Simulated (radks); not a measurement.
Values are calculated unless marked as measured or tabulated.
Ni4+, configuration [Ar] 3d6 (the NIST ground configuration).

Code: a radial shooting solver on a logarithmic mesh with Libxc functionals. Model: Dirac Kohn-Sham, OLYP, spin-unpolarised, spherical densities, point nucleus; open shells fill j = l - 1/2 first.

Energy parts (eV):
part                      energy
total                 -41273.328
kinetic                41947.428
electron-nucleus      -97656.010
Hartree                16126.512
exchange-correlation   -1691.258

Orbitals (lengths in bohr, moments of r in powers of bohr; r(90%) holds 90 % of the orbital's charge):
| orbital | occ. | eigenvalue (eV) | r(90%) | <1/r> | <r^2> | small-component weight |
|---|---|---|---|---|---|---|
| 1s1/2 | 2 | -8273.390 | 0.0966 | 28.09 | 0.003937 | 1.02e-02 |
| 2s1/2 | 2 | -1047.834 | 0.379 | 6.101 | 0.07066 | 1.91e-03 |
| 2p1/2 | 2 | -922.4655 | 0.349 | 6.050 | 0.05578 | 1.89e-03 |
| 2p3/2 | 4 | -904.9871 | 0.353 | 5.925 | 0.05734 | 1.86e-03 |
| 3s1/2 | 2 | -173.5364 | 1.08 | 1.955 | 0.6088 | 4.35e-04 |
| 3p1/2 | 2 | -134.8791 | 1.15 | 1.836 | 0.6590 | 3.94e-04 |
| 3p3/2 | 4 | -132.5603 | 1.16 | 1.808 | 0.6743 | 3.87e-04 |
| 3d3/2 | 4 | -68.9209 | 1.38 | 1.532 | 0.8684 | 2.90e-04 |
| 3d5/2 | 2 | -68.6203 | 1.39 | 1.525 | 0.8752 | 2.89e-04 |

The highest occupied level is 3d5/2 at -68.620 eV. Summed over all electrons, <r^2> = 10.95 bohr^2, which gives a Langevin (diamagnetic) susceptibility term of -8.67 x 10^-6 cm^3/mol. The density falls to 0.001 e/bohr^3 at r = 2.47 bohr. For comparison, the ionisation energy in NIST's Atomic Spectra Database is 76.1 eV (semi-empirical). In exact Kohn-Sham theory the highest level is minus the ionisation energy, but local and semilocal functionals leave it too shallow, through self-interaction and a potential that decays too fast; potentials with the right tail come closer.

Beside tabulated values, note that spin-unpolarised runs miss the spin-polarisation part of the exchange energy of open shells.
